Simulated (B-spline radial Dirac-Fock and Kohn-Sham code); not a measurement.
**Energy-loss ionisation edge M1 (3s) of Kr**

System: atomic krypton, configuration 1s2 2s2 2p6 3s2 3p6 3d10 4s2 4p6. Method: the first Born approximation with generalised oscillator strengths from a Dirac-Hartree-Slater potential (longitudinal and transverse terms; continuum final states only, so no white lines or fine structure). Computed with a radial B-spline solver. The edge is taken at 292.8 eV (tabulated value).

Partial cross sections σ(β, Δ) in barn, integrated over a window Δ above the edge and up to the collection semi-angle β, for parallel illumination:

```csv
E₀ (kV),β (mrad),Δ = 25 eV,Δ = 50 eV,Δ = 100 eV,Δ = 200 eV,Δ = 300 eV
60,10,493,937,1610,2410,2840
60,20,721,1390,2430,3770,4510
60,100,1070,2120,4030,7000,8960
80,10,465,886,1530,2320,2750
80,50,?,?,?,?,?
80,100,891,1770,3350,5820,7480
100,50,719,1420,2660,4480,5590
120,20,544,1050,1880,2980,3610
200,5,274,524,907,1380,1640
200,50,519,1030,1930,3310,4220
200,100,528,1040,1970,3410,4380
300,5,270,517,902,1390,1660
300,20,398,782,1440,2350,2900
300,100,446,881,1660,2850,3660
```

Problem. Give the row for 80 kV and 50 mrad.

Solution. 810 b for 25 eV, 1600 b for 50 eV, 2980 b for 100 eV, 4970 b for 200 eV, 6160 b for 300 eV.
